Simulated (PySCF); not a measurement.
**Computed NMR parameters against published values**

Cartesian coordinates in Å; atom numbers follow the order of the lines, from 1:
```xyz
14

O     4.2170    0.3958    0.2544
C     3.1309   -0.0258    0.2447
N     2.0647   -0.5746    0.2591
C     0.7167   -0.2814    0.1037
C    -0.2034   -1.3180    0.2150
C    -1.5551   -1.0568    0.0652
C    -1.9975    0.2317   -0.1951
C    -1.0762    1.2636   -0.3056
C     0.2771    1.0147   -0.1576
H     0.1554   -2.3192    0.4183
H    -2.2675   -1.8686    0.1531
H    -3.0557    0.4319   -0.3115
H    -1.4122    2.2737   -0.5091
H     0.9989    1.8190   -0.2429
```

PySCF 2.14.0 with density-fitted response routines calculation with shieldings: GIAO wB97X-D/pcSseg-2 and structure optimised with PBE0-D3(BJ)/def2-TZVP; isolated molecule, one conformer, fast rotation and ring inversion assumed for equivalent nuclei, relativity neglected.

Reference values: estimated from measurements, as parent shift plus tabulated substituent increment (solution, not stated per compound (mostly CDCl3 or CCl4); Pretsch, Buehlmann, Badertscher, Structure Determination of Organic Compounds, 4th ed. (2009)).
| atoms | quantity | reference | computed | computed, scaled |
| --- | --- | --- | --- | --- |
| C6/C8 | δ ¹³C | 129.6 | 141.1 | 129.9 |
| C7 | δ ¹³C | 125.7 | 135.8 | 124.9 |
| C5/C9 | δ ¹³C | 124.8 | 136.3 | 125.4 |

Reference values: measured (liquid, neat, 295 K; 17O NMR survey of organic solvents and oxofluorinated compounds, PMC5915748).
```json
{"atoms": "O1", "quantity": "δ ¹⁷O vs D2O (external)", "reference": "115.9", "computed": "–", "computed, scaled": "117.2"}
```

Computed shifts are σ(ref) − σ with the named reference compound (TMS for H and C) calculated as an isolated molecule at the same level. The measured values may be among those fitted. Empirical linear scaling, fitted to shifts measured mostly in CDCl3 for H and C (δ vs TMS): ¹³C (scatter 1.9 ppm rms, 2.1 ppm with the 5 outliers that the fit left out); ¹⁷O (scatter 11.5 ppm rms vs liquid water, solution or neat liquid). Occasional misses reach two or three times the rms, and more in compound classes unlike the fitted ones.

Task: How far are the unscaled ¹³C shifts from the references?

Result: Mean signed difference +11.03 ppm, mean absolute 11.03 ppm over 3 comparisons; the largest is +11.5 ppm at C5/C9 (aromatic CH).
